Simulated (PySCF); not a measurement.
Correlation energy of O²⁺ (oxygen, charge +2)

[He] 2s2 2p2, high-spin 3P determinant. Calculation: PySCF 2.14, in x2c-QZVPPall with one added diffuse shell each of s, p, d, f type (8s5p4d3f1g, 73 functions); the spin-free X2C one-electron Hamiltonian (Gaussian nucleus). Frozen: nothing; 6 electrons correlated.

```
  level  correlation energy (mhartree)
   CCSD                        -124.78
    (T)                          -1.69
CCSD(T)                        -126.47
```

Diagnostics: T1 = 0.0040, D1 = 0.0098, largest double amplitude 0.120.

Problem. Is a single reference adequate?

Solution. Mostly. T1 lies below 0.03, but a double amplitude of this size points to a near-degeneracy that CCSD handles and MP2 describes poorly.

This basis was not built for core-valence correlation, so the inner-shell part is incomplete.
